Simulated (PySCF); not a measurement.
NMR data simulated for an unnamed compound:

$^{1}$H NMR (600 MHz, computed): δ 9.61 (s, 1H), 5.28 (m, 1H), 5.02 (m, 1H), 3.58 (m, 1H), 2.32 (m, 1H), 1.65 (d, 3H).

$^{13}$C{$^{1}$H} NMR (computed): δ 235.0 (C), 181.4 (CH), 101.4 (C), 91.7 (C), 67.2 (CH), 26.1 (CH), 20.8 (CH3).

- shieldings: GIAO PBE0/pcSseg-1
- structure optimised with GFN2-xTB
- code: PySCF 2.14
- rapidly exchanging positions averaged, non-relativistic, isolated molecule, a single conformation

Shifts are taken against calculated references (same method and geometry level): $^{1}$H (31.72 ppm), $^{13}$C (186.93 ppm) vs TMS.

**Question.** Which of these does the molecule contain: a Si–CH3 group, an ester, a Si–H bond, a C≡C triple bond, an aldehyde, a CF3 group?

**Answer.** 
- A Si–CH3 group: no.
- An ester: no.
- A Si–H bond: yes (δH 5.02 (m), 5.28 (m)).
- A C≡C triple bond: yes (δC 101.4, 91.7).
- An aldehyde: yes (δC 181.4; δH 9.61 (s)).
- A CF3 group: no.

The data belong to SMILES C(C#C[C@H]1[C@H](C)[SiH2]C1=O)=O, C7H8O2Si; they needn't prove each group on their own.

Carbon signals by region: 2 in the far downfield region (above 160 ppm), 1 in the sp2 and nitrile region (100–160 ppm), 2 at 50–100 ppm, 2 below 50 ppm. Above 160 ppm: 235.0, carbonyl carbon, 181.4, aldehyde carbonyl carbon.

Shifts are as computed. Against solution values, carbons near 30 ppm lie about +3 ppm off and those near 130 ppm about +5 ppm. Of 1211 compounds with measured shifts, 218 miss one by over three times the rms of a fit or turn the order of signals round; such compounds aren't used in these exercises. Multiplicities follow the n + 1 count of equivalent neighbours, as no J values were calculated; m marks all less simple cases, F and P coupling included.
